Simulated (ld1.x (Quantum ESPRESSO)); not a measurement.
**Before and after: TM potential for I**

| Property | Result |
| --- | --- |
| Element | I |
| Generator | ld1.x (Quantum ESPRESSO) 7.5 |
| Type | norm-conserving Troullier–Martins (Kleinman–Bylander form) |
| Functional | PBEsol |
| Relativity | non-relativistic |
| Frozen core | [Kr] 4d10 |
| Valence charge | 7 |
| Reference configuration | 5s2 5p5 |
| Partial waves | 5s (bound): rc 1.60 bohr; 5p (bound): rc 1.90 bohr; 5d channel at 0.25 Ry: rc 1.95 bohr |
| Local potential | all-electron potential smoothed inside 1.60 bohr (lloc = -2) |
| Core correction | Bessel-smoothed model core inside 1.10 bohr |

Change: core correction none.

Cutoffs: the cutoffs (Ry, on a coarse ladder) from which the occupation-weighted sum of valence levels, in a spherical-Bessel basis at the reference potential, stays within 10 and 1 mRy of its value at 400 Ry; they do not see the model core or the augmentation charge, which bear on the density cutoff. Errors are all-electron minus pseudo energies relative to the spin-unpolarised reference configuration.

How do hardness, ghosts and transferability respond?

The potential gets neither clearly harder nor softer (35 Ry and 70 Ry → 35 Ry and 70 Ry); of the 7 tests that both files solve, the error grows in 3 and shrinks in 0 by more than 15 % and 0.3 meV (median size 3.9 → 4.2 meV); neither file shows a bound ghost. Exchange and correlation are not linear in the density, so unscreening with the valence charge alone errs where core and valence overlap; a model core restores that term.

```tsv
quantity	base	changed
cutoff, loose	35 Ry	35 Ry
cutoff, tight	70 Ry	70 Ry
bound ghosts	none	none
error for 5s2 5p4, meV [ΔE 11.19 eV]	+3.9	+4.2
error for 5s2 5p3, meV [ΔE 31.04 eV]	+17	+23
error for 5s2 5p2, meV [ΔE 60.30 eV]	+37	+70
error for 5s2 5p4.5, meV [ΔE 4.56 eV]	+0.9	+0.9
error for 5s1 5p6, meV [ΔE 8.96 eV]	-3.9	+3.4
error for 5s2 5p5.3, meV [ΔE -1.80 eV]	+0.3	+0.2
error for 5s1 5p5, meV [ΔE 20.63 eV]	+3.7	+15
s: phases at 2.14 bohr within 0.05 rad from the reference energy up to (Ry; the scan ends near 5)	0.3	0.3
p: phases at 2.14 bohr within 0.05 rad from the reference energy up to (Ry; the scan ends near 5)	2.4	2.4
d: phases at 2.14 bohr within 0.05 rad from the reference energy up to (Ry; the scan ends near 5)	1.0	1.0
```
